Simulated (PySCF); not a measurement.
sulfur dioxide (O2S), singlet, geometry from GFN2-xTB; PBE0/STO-3G (PySCF).

PySCF was given this input:
```python
from pyscf import gto, scf, dft

mol = gto.Mole()
mol.atom = '''
    S     0.01393578   -0.00400644    0.37782868
    O    -0.03321683    1.22242899   -0.36419754
    O     0.00534526   -1.21441610   -0.39145982
'''
mol.basis = 'sto-3g'
mol.verbose = 4
mol.build()

mf = dft.RKS(mol)
mf.xc = 'pbe0'
mf.kernel()
```

Output, abridged:

```
PySCF version 2.14.0

[INPUT] verbose = 4
[INPUT] num. atoms = 3
[INPUT] num. electrons = 32
[INPUT] charge = 0
[INPUT] spin (= nelec alpha-beta = 2S) = 0
[INPUT] symmetry False subgroup None
[INPUT] Mole.unit = angstrom
[INPUT] Symbol           X                Y                Z      unit          X                Y                Z       unit  Magmom
[INPUT]  1 S      0.013935780000  -0.004006440000   0.377828680000 AA    0.026334807532  -0.007571074335   0.713992727206 Bohr   0.0
[INPUT]  2 O     -0.033216830000   1.222428990000  -0.364197540000 AA   -0.062770711426   2.310055997829  -0.688233605840 Bohr   0.0
[INPUT]  3 O      0.005345260000  -1.214416100000  -0.391459820000 AA    0.010101077465  -2.294913830262  -0.739751848572 Bohr   0.0

nuclear repulsion = 108.350886995476
number of shells = 11
number of NR pGTOs = 57
number of NR cGTOs = 19
basis = sto-3g
ecp = {}

******** <class 'pyscf.dft.rks.RKS'> ********
method = RKS
initial guess = minao
damping factor = 0
level_shift factor = 0
DIIS = <class 'pyscf.scf.diis.CDIIS'>
diis_start_cycle = 1
diis_space = 8
diis_damp = 0
SCF conv_tol = 1e-09
SCF conv_tol_grad = None
SCF max_cycles = 50
direct_scf = True
direct_scf_tol = 1e-13
XC library pyscf.dft.libxc version 7.1.2
    S. Lehtola, C. Steigemann, M. J. T. Oliveira, and M. A. L. Marques,  SoftwareX 7, 1–5 (2018)
XC functionals = pbe0
    C. Adamo and V. Barone,  J. Chem. Phys. 110, 6158 (1999)
    M. Ernzerhof and G. E. Scuseria,  J. Chem. Phys. 110, 5029 (1999)
radial grids:
    Treutler-Ahlrichs [JCP 102, 346 (1995); DOI:10.1063/1.469408] (M4) radial grids

becke partition: Becke, JCP 88, 2547 (1988); DOI:10.1063/1.454033
pruning grids: <function nwchem_prune>
grids dens level: 3
symmetrized grids: False
atomic radii adjust function: <function treutler_atomic_radii_adjust>
small_rho_cutoff = 0
Set gradient conv threshold to 3.16228e-05
Initial guess from minao.
tot grids = 47048
init E= -542.419818491726
  HOMO = -0.297170544331028  LUMO = -0.11675142028062  gap/eV = 4.90945
cycle= 1 E= -541.378311007586  delta_E= 1.04  |g|= 0.867  |ddm|=  3.1
  HOMO = 0.00154283934738736  LUMO = 0.118365813995064  gap/eV = 3.17892
cycle= 2 E= -541.375464795691  delta_E= 0.00285  |g|= 0.856  |ddm|= 2.73
  HOMO = -0.133750645603019  LUMO = 0.0396775575843964  gap/eV = 4.71922
cycle= 3 E= -541.671476076551  delta_E= -0.296  |g|= 0.00906  |ddm|= 1.49
  HOMO = -0.138867594396117  LUMO = 0.0412405728571507  gap/eV = 4.90099
cycle= 4 E= -541.671520413188  delta_E= -4.43e-05  |g|= 0.00321  |ddm|= 0.0225
  HOMO = -0.139043761308694  LUMO = 0.0411013083889892  gap/eV = 4.90200
cycle= 5 E= -541.671523939276  delta_E= -3.53e-06  |g|= 0.000286  |ddm|= 0.00504
  HOMO = -0.139062199161161  LUMO = 0.0411012138920282  gap/eV = 4.90250
cycle= 6 E= -541.671523910911  delta_E= 2.84e-08  |g|= 0.000445  |ddm|= 0.000746
  HOMO = -0.13906495102801  LUMO = 0.0411013238966577  gap/eV = 4.90257
cycle= 7 E= -541.671523967718  delta_E= -5.68e-08  |g|= 4.04e-06  |ddm|= 0.000512
  HOMO = -0.139064753452004  LUMO = 0.0411018595093626  gap/eV = 4.90258
cycle= 8 E= -541.671523967727  delta_E= -9.21e-12  |g|= 8.04e-07  |ddm|= 1.36e-05
  HOMO = -0.139064572519751  LUMO = 0.041101884114666  gap/eV = 4.90258
Extra cycle  E= -541.671523967727  delta_E= 7.96e-13  |g|= 9.33e-07  |ddm|= 2.57e-06
converged SCF energy = -541.671523967727
```
